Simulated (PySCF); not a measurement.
PySCF 2.14 output of an unrestricted LDA calculation on a single atom or ion in cc-pVDZ (6s5p3d1f, 43 functions), with the non-relativistic Hamiltonian (point nucleus):

```
SCF conv_tol = 1e-09
number electrons alpha = 15  beta = 9
    P. A. M. Dirac.,  Math. Proc. Cambridge Philos. Soc. 26, 376 (1930)
    F. Bloch.,  Z. Phys. 57, 545 (1929)
    S. H. Vosko, L. Wilk, and M. Nusair.,  Can. J. Phys. 58, 1200 (1980)
cycle= 1 E= -1148.34045636712  delta_E= -0.00505  |g|= 0.0966  |ddm|= 0.629
cycle= 2 E= -1148.33851313061  delta_E= 0.00194  |g|= 0.122  |ddm|= 0.748
cycle= 3 E= -1148.34346416714  delta_E= -0.00495  |g|= 0.000575  |ddm|= 0.422
cycle= 4 E= -1148.34346426283  delta_E= -9.57e-08  |g|= 5.01e-05  |ddm|= 0.00236
cycle= 5 E= -1148.34346426373  delta_E= -9.01e-10  |g|= 7.6e-07  |ddm|= 0.000164
converged SCF energy = -1148.34346426373  <S^2> = 12.000186  2S+1 = 7.000053
```

The run itself started from symmetry-adapted Hartree-Fock orbitals and held the occupation by maximum overlap, on a logarithmic radial grid, so the iterations belong to that start.

Task: Which element, charge and spin multiplicity is this?

Result: Mn⁺ (manganese, charge +1), multiplicity 7; the state was [Ar] 3d5 4s1, high-spin 7S determinant.
